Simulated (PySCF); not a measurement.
## Chromium: a sound run and one with changed settings

Sound run: Cr⁺ [Ar] 3d5, Cr²⁺ [Ar] 3d4. Calculation: PySCF 2.14, in cc-pVTZ-DK; scalar relativity by spin-free X2C-1e. The sound run starts from symmetry-adapted Hartree-Fock orbitals and uses a fine grid where one is needed.

A second run was set up differently.

```json
{"species": "Cr⁺", "method": "UHF", "sound run (hartree)": "-1049.43361", "changed run (hartree)": "-1049.43323", "converged": "no"}
{"species": "Cr⁺", "method": "TPSS", "sound run (hartree)": "-1050.54843", "changed run (hartree)": "-1050.54145", "converged": "no"}
{"species": "Cr⁺", "method": "PBE", "sound run (hartree)": "-1050.29094", "changed run (hartree)": "-1050.28216", "converged": "no"}
{"species": "Cr²⁺", "method": "UHF", "sound run (hartree)": "-1048.88210", "changed run (hartree)": "-1048.88211", "converged": "no"}
{"species": "Cr²⁺", "method": "TPSS", "sound run (hartree)": "-1049.92938", "changed run (hartree)": "-1049.92942", "converged": "no"}
{"species": "Cr²⁺", "method": "PBE", "sound run (hartree)": "-1049.66020", "changed run (hartree)": "-1049.66031", "converged": "no"}
```

(1) What was changed?
A. minimal basis
B. level shift left on
C. radial grid too coarse
D. too few SCF iterations

Answers

(1) B. It used initial guess 1e, at most 50 SCF cycles, level shift 10.0 hartree. A level shift slows the SCF but leaves a converged energy unchanged.
